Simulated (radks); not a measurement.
Values are calculated unless marked as measured or tabulated.
Task: Ionisation of the antimony ion Sb35+, [Ne] 3s2 3p4, to Sb36+, [Ne] 3s2 3p3, under several functionals. Scalar-relativistic Kohn-Sham, spin-polarised, spherical densities, point nucleus; open shells are filled with parallel spins first (spin-orbit coupling, left out, can overturn this in heavy ions); a radial shooting solver on a logarithmic mesh with Libxc functionals. Known Delta-SCF values: LDA (Slater exchange, VWN5 correlation) 2361.3 eV; AM05 2360.3 eV; PW91 2361.7 eV. What does RPBE give, and what is its highest occupied eigenvalue?

Result: 2360.5 eV by Delta-SCF; the 3p eigenvalue is -2324.8 eV. NIST: 2349 eV (theoretical).
